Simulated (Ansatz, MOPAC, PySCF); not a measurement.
System: methyl-[(E)-prop-1-enyl]silane, C$_{4}$H$_{10}$Si (charge 0, singlet). SMILES: C/C=C/[SiH2]C
Geometry: optimised at B3LYP-D3(BJ)/def2-TZVP (Ansatz, a first-principles code).

Wanted: vertical ionisation energy to the doublet, in eV. Conventions: frozen cores in correlated levels; each state is the SCF solution reached for its charge and spin; no dispersion term unless named; 6-31G* and kin with 6d, 5d where marked; spin-orbit terms left out; 6-311+G** with 5d, 6d on Na to Ar in Ansatz; non-relativistic; open shells spin-unrestricted. Ab initio and DFT rows: single points at B3LYP-D3(BJ) geometries (Ansatz). Semi-empirical rows: differences of heats of formation at the shared geometry for vertical values.

| level | program | vertical ionisation energy to the doublet (eV) |
|---|---|---|
| PM3 | MOPAC | 9.26 |
| MNDO | MOPAC | 9.50 |
| HF/6-311+G** | Ansatz | 8.25 |
| PBE/6-31G* | Ansatz | 8.94 |
| B3LYP/STO-3G | Ansatz | 7.84 |
| B3LYP/3-21G | Ansatz | 9.22 |
| B3LYP/6-31G* | Ansatz | 9.14 |
| B3LYP/6-311+G** | Ansatz | 9.32 |
| M06-2X/6-31G* (5d) | PySCF | 9.39 |
| MP2/6-31G* | Ansatz | 9.41 |
| PBE0/def2-TZVPD | Ansatz | 9.30 |
| wB97M-V/def2-TZVPD | Ansatz | 9.47 |

No value to compare with is used here. The 10 habitual levels span 7.84 (B3LYP/STO-3G) to 9.50 eV (MNDO); wB97M-V/def2-TZVPD gives 9.47.

The levels are drawn from those run, B3LYP/6-31G* more often than the rest, none by its result; left out are runs that failed, that the program found above a lower state of the same kind, or whose <S^2> lies over 0.5 above the pure value.
